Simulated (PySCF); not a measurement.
3-ethenoxyprop-1-ene (C₅H₈O), SMILES C=CCOC=C.

Geometry: B3LYP-D3(BJ)/def2-SVP. One conformer was computed; it need not be the lowest.

Two levels are set side by side: TDA-PBE/def2-SVPD (PySCF) and TDA-PBE0/def2-SVPD (PySCF). Vertical, same geometry. The lowest singlet is HOMO→LUMO 93 % with PBE and HOMO→LUMO 92 % with the other functional; states are paired by order. Differences are taken from unrounded values.

```
quantity                               TDA-PBE0  TDA-PBE  TDA-PBE minus TDA-PBE0
-------------------------------------  --------  -------  ----------------------
lowest singlet excitation (eV)             5.90     4.62                   -1.28
lowest triplet excitation (TDA) (eV)       4.07     4.11                    0.04
first bright state (f over 0.05) (eV)      6.94     6.68                   -0.26
its oscillator strength                    0.30     0.44                    0.14
```

Functionals without exact exchange tend to place singlet excitations lower, as here. Differences between two approximate levels are no errors against the true value.

Rough cost on one machine, each run with all the roots and properties that it gave: TDA-PBE0 against TDA-PBE about 3 times.
